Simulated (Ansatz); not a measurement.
Geometry optimisation, RKS PBE0/def2-SVP in Ansatz 0.2.0.

The input (input.yaml):

```yaml
crystal:
  periodic: [false, false, false]
  atoms:
    - { symbol: B, position_ang: [0.0, 0.0, 0.0] }
    - { symbol: F, position_ang: [0.0, 0.0, 1.67] }
    - { symbol: "N", position_ang: [1.3423, 0.0, -0.775] }
    - { symbol: H, position_ang: [1.8089, -0.9179, -1.0268] }
    - { symbol: H, position_ang: [1.7937, 0.9179, -1.0532] }
    - { symbol: Cl, position_ang: [-1.6108, 0.0, -0.93] }
    - { symbol: S, position_ang: [-0.2739, 2.0601, 0.6906] }
    - { symbol: H, position_ang: [-1.575, 2.4834, 0.394] }
    - { symbol: H, position_ang: [-0.1407, 1.0582, 1.6601] }
basis:
  gaussian: { orbitals: def2-SVP }
hamiltonian:
  xc: pbe0
relax:
  f_tol: 0.15
  max_steps: 25
  restrain:
    - { distance: [0, 6], at: 1.89, k: 30.0 }
    - { distance: [8, 1], at: 0.92, k: 30.0 }
    - { distance: [0, 1], at: 2.52, k: 30.0 }
    - { distance: [8, 6], at: 2.6, k: 30.0 }
```

Run as:

```bash
$ ansatz run input.yaml --threads 2 --pin off --max-ram 3072MiB --backend cpu --events-out ev --progress --plain --runs-dir out
```

**Question.** Where does it end, and by what steps?

**Answer.** The run converged. The restraints hold the end off the free minimum; the threshold counts their pulls, which the force column leaves out. Restrained pairs: B1–S7 (2.19 → 1.87 Å), F2–H9 (1.07 → 0.92 Å), B1–F2 (1.67 → 2.53 Å), S7–H9 (1.40 → 2.59 Å). After 9 steps the energy has fallen by 3.484 eV (the restraints' own energy left out); B1 moved furthest, 0.76 Å.

| step | energy less start (eV) | largest force component (eV/Å) | accepted |
| --- | --- | --- | --- |
| 0 | 0.0000 | 6.283 | yes |
| 1 | -1.4193 | 3.486 | yes |
| 2 | -2.1275 | 2.810 | yes |
| 3 | -2.7338 | 1.434 | yes |
| 4 | -3.2028 | 1.197 | yes |
| 5 | -3.3030 | 1.124 | yes |
| 6 | -3.3813 | 1.324 | yes |
| 7 | -3.4669 | 0.548 | yes |
| 8 | -3.4728 | 0.628 | no |
| 9 | -3.4836 | 0.592 | yes |

```xyz
9
Properties=species:S:1:pos:R:3
B -0.043 0.624 -0.432
F 0.086 -0.230 1.948
N 1.213 0.168 -0.810
H 1.370 -0.790 -1.094
H 2.054 0.713 -0.689
Cl -1.501 -0.334 -0.753
S -0.218 2.386 0.184
H -1.566 2.397 0.157
H -0.051 0.668 2.120
```

Run time: 26 s on 2 threads of Arm Neoverse V2, on a shared host, peak memory 0.2 GiB.
